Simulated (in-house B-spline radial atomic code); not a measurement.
Binding energies in Gd VI (Gd5+)

NIST's tabulated ground configuration is [Kr] 4d10 4f6 5s2 5p5; each binding energy is the energy of the ion with one electron taken from that subshell, relaxed, less that of the parent. Computed with a B-spline radial code for spherical atoms: Dirac-Hartree-Fock, average of configuration, Fermi nucleus of rms radius 5.1569 fm. Energies include first-order Breit, QED and recoil terms.

```csv
subshell,X-ray name,binding energy (eV),-ε (eV),relaxation (eV)
1s,K,50316.3,50607.1,75.0
2s,L1,8461.8,8528.3,41.7
3s,M1,1967.5,1992.7,20.5
3d3/2,M4,1298.3,1322.2,22.4
3d5/2,M5,1267.9,1290.8,22.0
4s,N1,468,476.2,7.2
4d3/2,N4,230.1,236.1,5.9
4d5/2,N5,224.3,230.1,5.7
5s,O1,115.9,116.8,0.8
5p,"O2,3",87.96,88.67,0.63
4f,"N6,7",78.15,82.23,4.23
```

Relaxation = -ε minus the binding energy without Breit, QED and recoil terms.

(1) What does it cost to remove both a 2s and a 3d5/2 electron?

(2) What does it cost to remove both a 1s and a 4d3/2 electron?

(3) What does it cost to remove both a 3d3/2 and a 5p electron?

## Answers

(1) 9813.1 eV, which is 83.38 eV more than the two single binding energies together.

(2) 50580 eV, which is 33.6 eV more than the two single binding energies together.

(3) 1404.6 eV, which is 18.36 eV more than the two single binding energies together.
